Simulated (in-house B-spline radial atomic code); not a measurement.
## RPA and G0W0 on B3LYP (VWN-RPA): the ruthenium ion Ru⁸⁺

Configuration [Ar] 3d10 4s2 4p6, mean-field start B3LYP (VWN-RPA). Computed with a B-spline radial code for spherical atoms: all electrons, non-relativistic, point nucleus, each spin shell either full or empty, empty states to l = 9 with an (l + 1/2)⁻⁴ tail; G0W0 by contour deformation at full frequency.

Without relativity these are model numbers: it shifts the levels of so heavy an element strongly and can reorder them.

Command:
```bash
python run_gw.py task.json out
```
Settings (radii: box in bohr, nucleus in fm):
```
Z                        44
electrons                36
configuration            [Ar] 3d10 4s2 4p6
hamiltonian              nr
method                   b3lyp
lmax                     9
spin_polarised           False
box_radius               7.7
intervals                50
```

Time taken, with all properties: 1.5 s on 1 thread of Arm Neoverse V1, with other jobs on the host.

Energies (hartree):

| term | value |
| --- | --- |
| mean-field total | -4427.38620 |
| Hartree-Fock functional on these orbitals | -4425.55438 |
| direct second order | -3.0323 |
| second-order exchange | 0.86622 |
| SOSEX correction | 0.81338 |

Q: What is the RPA correlation energy, and what remains with SOSEX?

A: RPA gives -2.7243 hartree (-2.06 eV per electron); RPA + SOSEX gives -1.9109, and the second-order doubles -2.1661 hartree (no singles). RPA lacks exchange-type terms and so overcorrelates at short range.

Quasi-particle levels (eV):

```json
{"level": "4p", "occupied": "yes", "mean field": "-170.47", "Σx - vxc": "-7.65", "Σc": "?", "QP weight": "?", "G0W0": "?"}
{"level": "4d", "occupied": "no", "mean field": "-119.13", "Σx - vxc": "9.26", "Σc": "-2.59", "QP weight": "0.973", "G0W0": "-112.47"}
```

G0W0 = mean field + (Σx - vxc) + Σc, with Σc (partial-wave tail included) taken at the quasi-particle energy. Only the outer levels were computed. Levels of low weight are left out.

Q: Where does G0W0 put 4p?

A: At -178.95 eV, with Σc = -0.83 eV and a quasi-particle weight of 0.965. The tabulated removal energy is 178.41 ± 0.05 eV (NIST, semi-empirical); the calculation leaves out relativity, Breit and QED terms, and what these don't explain is the method's own error.
